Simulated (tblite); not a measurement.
Species: C3H12FNSi3.
SMILES with atom numbers: `[CH3:1][SiH2:2][SiH2:3]/[C:4](=[CH:5]/[F:6])[SiH2:7][NH2:8]` (hydrogens: H9, H10, H11 on C1; H12, H13 on Si2; H14, H15 on Si3; H16 on C5; H17, H18 on Si7; H19, H20 on N8)

Computed geometry: GFN2-xTB, gas phase.

Problem. List the bond lengths, angles and torsions at this level.

Solution. 
```csv
bond,length (Å)
C1–Si2,1.900
Si2–Si3,2.316
Si3–C4,1.885
C4=C5,1.319
C5–F6,1.360
C4–Si7,1.893
Si7–N8,1.727
"C1–H9, C1–H10, C1–H11",1.087
"Si2–H12, Si2–H13",1.473
"Si3–H14, Si3–H15",1.472
C5–H16,1.082
"Si7–H17, Si7–H18",1.467
"N8–H19, N8–H20",1.008
```

Bonds in one row agree within 0.01 Å and their mean is given. A selection of angles:
```csv
angle,degrees
C1–Si2–Si3,110.6
Si2–Si3–C4,109.2
Si3–C4–C5,119.5
Si3–C4–Si7,121.0
C5–C4–Si7,119.4
C4–C5–F6,122.4
C4–Si7–N8,104.8
H19–N8–Si7,117.2
H20–N8–Si7,117.9
```

Torsions: C1–Si2–Si3–C4 24° (synperiplanar); Si2–Si3–C4–C5 -113° (anticlinal); Si3–C4–C5–F6 177° (antiperiplanar); Si3–C4–Si7–N8 -109° (anticlinal). The mirror-image conformer, all signs reversed, is as good.

Si2 (SiH2 silicon) is distorted tetrahedral (angles from 105.2° to 112.8°). Of the pairs four or more bonds apart, N8···H11 is among the closest relative to their van der Waals radii: 2.57 Å, 93 % of the sum of Bondi's values. N8 (silicon-bound nitrogen) is pyramidal (angles 117.9°, 117.2° and 109.2°, sum 344.3°, 0.27 Å off the plane of its three neighbours). Si3 (SiH2 silicon) is distorted tetrahedral (angles from 105.5° to 114.4°). Si7 (SiH2 silicon) is distorted tetrahedral (angles from 104.8° to 116.6°).

Point group: C1 (no symmetry element, even within 0.4 Å). Its GFN2-xTB frequencies are all real (lowest 31 cm⁻¹). The numbers are those of one conformer (C1–Si2–Si3–C4 24°, Si2–Si3–C4–C5 -113°, Si3–C4–Si7–N8 -109°, C4–Si7–N8–H -53° and 174°). 3 starts were optimised and ended at 0.00, 0.80 and 2.37 kcal/mol (GFN2-xTB); the lowest of these is shown.
